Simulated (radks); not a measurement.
The numbers below are computed, except where a source is named.
Q: Cd+, configuration [Kr] 4d10 5s1. Code: a radial shooting solver on a logarithmic mesh with Libxc functionals. Model: scalar-relativistic Kohn-Sham, PBE, spin-polarised, spherical densities, point nucleus; open shells are filled with parallel spins first (spin-orbit coupling, left out, can overturn this in heavy ions). Some entries of the table are withheld. Estimate them.

orbital,occ.,eigenvalue (Ry),<r> (bohr)
1s up,1,-1950.257,0.03040
1s down,1,-1950.255,0.03040
2s up,1,-290.0825,0.1317
2s down,1,-290.0823,0.1317
2p up,3,-260.3495,0.1149
2p down,3,-260.3490,0.1149
3s up,1,-54.58940,0.3583
3s down,1,-54.58787,0.3583
3p up,3,-44.83617,0.3571
3p down,3,-44.83465,0.3571
3d up,5,-29.57464,0.3347
3d down,5,-29.57354,0.3347
4s up,1,-8.43340,0.8795
4s down,1,-8.43123,0.8792
4p up,3,-5.57263,(1)
4p down,3,-5.56866,(2)
4d up,5,-1.51456,1.279
4d down,5,-1.49613,1.265
5s up,1,-0.99030,2.641
5s down,0,-0.92184,2.637

A: 
(1) 4p up <r> (bohr): 0.9609
(2) 4p down <r> (bohr): 0.9597
